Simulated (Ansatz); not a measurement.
Stretching the Ge1–Ge2 bond in Ge2H6 (SMILES [GeH3][GeH3]) (multiplicity 1 held, fragments rigid). Energies count from the point at 2.436 Å.
Geometry at that point (charge 0, multiplicity 1):
```xyz
8

Ge    -1.214     0.095    -0.016
Ge     1.214    -0.095     0.016
H     -1.816    -0.884    -1.040
H     -1.635     1.525    -0.399
H     -1.795    -0.231     1.372
H      1.635    -1.525     0.399
H      1.816     0.884     1.040
H      1.795     0.231    -1.372
```

R- and RO- levels are restricted; in cc, def2 and unpolarised 6-31G sets they are followed outwards from rest. Unrestricted levels (U-) break spin symmetry where that is lower. Active spaces are followed from a long bond inwards. Levels need not reach the same state.

Correlated levels freeze the cores. Filled d and f shells under p-block atoms count as core.

Codes used: Ansatz (Gaussian orbitals). Each number belongs to the level named beside it.

Energies in kJ/mol.

```json
[
 {"R (Å)": "1.949", "R-MP2/cc-pVDZ": "238", "U-MP2/cc-pVDZ": "238", "R-CCSDT(Q)/cc-pVDZ": "242", "FIC-MRCISD on CASSCF(2,2)/cc-pVDZ": "244", "FIC-MRCISD+Q on CASSCF(2,2)/cc-pVDZ": "243"},
 {"R (Å)": "2.192", "R-MP2/cc-pVDZ": "(withheld)", "U-MP2/cc-pVDZ": "45", "R-CCSDT(Q)/cc-pVDZ": "47", "FIC-MRCISD on CASSCF(2,2)/cc-pVDZ": "48", "FIC-MRCISD+Q on CASSCF(2,2)/cc-pVDZ": "47"},
 {"R (Å)": "2.436", "R-MP2/cc-pVDZ": "0", "U-MP2/cc-pVDZ": "0", "R-CCSDT(Q)/cc-pVDZ": "0", "FIC-MRCISD on CASSCF(2,2)/cc-pVDZ": "0", "FIC-MRCISD+Q on CASSCF(2,2)/cc-pVDZ": "0"},
 {"R (Å)": "2.679", "R-MP2/cc-pVDZ": "20", "U-MP2/cc-pVDZ": "20", "R-CCSDT(Q)/cc-pVDZ": "17", "FIC-MRCISD on CASSCF(2,2)/cc-pVDZ": "17", "FIC-MRCISD+Q on CASSCF(2,2)/cc-pVDZ": "17"},
 {"R (Å)": "2.923", "R-MP2/cc-pVDZ": "66", "U-MP2/cc-pVDZ": "66", "R-CCSDT(Q)/cc-pVDZ": "60", "FIC-MRCISD on CASSCF(2,2)/cc-pVDZ": "59", "FIC-MRCISD+Q on CASSCF(2,2)/cc-pVDZ": "60"},
 {"R (Å)": "3.288", "R-MP2/cc-pVDZ": "147", "U-MP2/cc-pVDZ": "164", "R-CCSDT(Q)/cc-pVDZ": "132", "FIC-MRCISD on CASSCF(2,2)/cc-pVDZ": "130", "FIC-MRCISD+Q on CASSCF(2,2)/cc-pVDZ": "132"},
 {"R (Å)": "3.654", "R-MP2/cc-pVDZ": "222", "U-MP2/cc-pVDZ": "234", "R-CCSDT(Q)/cc-pVDZ": "193", "FIC-MRCISD on CASSCF(2,2)/cc-pVDZ": "189", "FIC-MRCISD+Q on CASSCF(2,2)/cc-pVDZ": "192"},
 {"R (Å)": "4.263", "R-MP2/cc-pVDZ": "(withheld)", "U-MP2/cc-pVDZ": "268", "R-CCSDT(Q)/cc-pVDZ": "251", "FIC-MRCISD on CASSCF(2,2)/cc-pVDZ": "246", "FIC-MRCISD+Q on CASSCF(2,2)/cc-pVDZ": "250"},
 {"R (Å)": "4.872", "R-MP2/cc-pVDZ": "(withheld)", "U-MP2/cc-pVDZ": "276", "R-CCSDT(Q)/cc-pVDZ": "271", "FIC-MRCISD on CASSCF(2,2)/cc-pVDZ": "266", "FIC-MRCISD+Q on CASSCF(2,2)/cc-pVDZ": "270"},
 {"R (Å)": "5.602", "R-MP2/cc-pVDZ": "375", "U-MP2/cc-pVDZ": "278", "R-CCSDT(Q)/cc-pVDZ": "276", "FIC-MRCISD on CASSCF(2,2)/cc-pVDZ": "272", "FIC-MRCISD+Q on CASSCF(2,2)/cc-pVDZ": "276"},
 {"R (Å)": "6.577", "R-MP2/cc-pVDZ": "343", "U-MP2/cc-pVDZ": "279", "R-CCSDT(Q)/cc-pVDZ": "276", "FIC-MRCISD on CASSCF(2,2)/cc-pVDZ": "273", "FIC-MRCISD+Q on CASSCF(2,2)/cc-pVDZ": "278"},
 {"R (Å)": "7.795", "R-MP2/cc-pVDZ": "273", "U-MP2/cc-pVDZ": "279", "R-CCSDT(Q)/cc-pVDZ": "276", "FIC-MRCISD on CASSCF(2,2)/cc-pVDZ": "273", "FIC-MRCISD+Q on CASSCF(2,2)/cc-pVDZ": "278"}
]
```

What belongs in the gaps?


- 2.192, R-MP2/cc-pVDZ: 45
- 4.263, R-MP2/cc-pVDZ: 313
- 4.872, R-MP2/cc-pVDZ: 362

Doubts at one or more of the structures used: a restricted determinant that unrestricted orbitals would lower (R-MP2/cc-pVDZ, R-CCSDT(Q)/cc-pVDZ); a spin-contaminated determinant (U-MP2/cc-pVDZ); other coupled-cluster roots lie near (R-CCSDT(Q)/cc-pVDZ).

Ansatz is an electronic-structure program.
